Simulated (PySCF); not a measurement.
## Kr⁺: interval between two levels

Kr⁺ [Ar] 3d10 4s2 4p5 [2P3/2, M_J = 3/2] → Kr⁺ [Ar] 3d10 4s1 4p6 [2S1/2, M_J = 1/2], as a difference of total energies. Computed with PySCF 2.14 in x2c-SVPall-2c with one added diffuse shell each of s, p, d type (6s7p4d, 47 functions), with the two-component X2C-1e Hamiltonian. Correlated levels: [Ne] frozen. "Screened" scales the spin-orbit matrix elements by Boettger's factors to mimic the two-electron term; Breit and QED terms are absent.

```csv
method,interval between two levels (cm⁻¹),error (cm⁻¹)
GHF (spin-free),142500,+33502
GMP2 (spin-free),123310,+14309
GHF (screened spin-orbit),144300,+35302
GMP2 (screened spin-orbit),125100,+16099
```

Reference: 109000 cm⁻¹ (measured; NIST Handbook of Basic Atomic Spectroscopic Data (Sansonetti and Martin, J. Phys. Chem. Ref. Data 34, 1559 (2005))).

The spin-free rows lack the spin-orbit shift.

Errors of the correlated levels include the incompleteness of this basis and the frozen core.
